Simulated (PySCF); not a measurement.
CH₅FGe. Atoms are numbered in the order given.

```xyz
8

Ge    -0.3504     0.0966     0.0000
C      0.5421    -1.6223     0.0000
F      0.9066     1.3150     0.0000
H     -1.1761     0.3435    -1.2725
H     -1.1761     0.3435     1.2725
H      1.1748    -1.7205     0.8943
H     -0.1972    -2.4381     0.0000
H      1.1748    -1.7205    -0.8943
```

Geometry optimised at r2SCAN-D4/def2-SVP.

The numbers are results of TDDFT-ωB97X/def2-SVPD (PySCF 2.14.0), not measurements.

Vertical excitations. Isolated molecule, no solvent. State labels are in the subgroup Cs.

| state | symmetry | energy (eV) | λ (nm) | f | main pairs |
|---|---|---|---|---|---|
| S1 | A' | 8.10 | 153 | 0.007 | HOMO→LUMO 88 % |
| S2 | A" | 8.17 | 152 | 0.000 | HOMO−1→LUMO 90 % |
| S3 | A' | 9.02 | 138 | 0.059 | HOMO→LUMO+1 84 % |
| S4 | A" | 9.18 | 135 | 0.148 | HOMO−1→LUMO+1 82 % |
| S5 | A" | 9.44 | 131 | 0.084 | HOMO−1→LUMO+2 78 % |
| S6 | A' | 9.58 | 129 | 0.480 | HOMO→LUMO+2 79 % |
| S7 | A' | 10.06 | 123 | 0.007 | HOMO→LUMO+3 53 %, HOMO−4→LUMO 14 %, HOMO−2→LUMO 14 % |
| S8 | A" | 10.20 | 122 | 0.023 | HOMO−3→LUMO 32 %, HOMO→LUMO+4 30 %, HOMO−1→LUMO+3 11 % |
| S9 | A' | 10.56 | 117 | 0.019 | HOMO→LUMO+3 31 %, HOMO−4→LUMO 19 %, HOMO−2→LUMO 19 % |
| S10 | A" | 10.58 | 117 | 0.038 | HOMO→LUMO+4 38 %, HOMO−3→LUMO 27 %, HOMO−3→LUMO+1 9 %, HOMO−1→LUMO+2 6 % |
| T1 | A' | 7.78 | 159 | 0 | HOMO→LUMO 87 % |
| T2 | A" | 7.79 | 159 | 0 | HOMO−1→LUMO 87 % |
| T3 | A" | 8.55 | 145 | 0 | HOMO−1→LUMO+1 44 %, HOMO−1→LUMO+3 27 %, HOMO−1→LUMO+2 13 % |
| T4 | A' | 8.61 | 144 | 0 | HOMO→LUMO+1 48 %, HOMO→LUMO+2 35 % |
Triplets are in the Tamm–Dancoff approximation, which puts them higher than full response would, so one can lie above its singlet here.
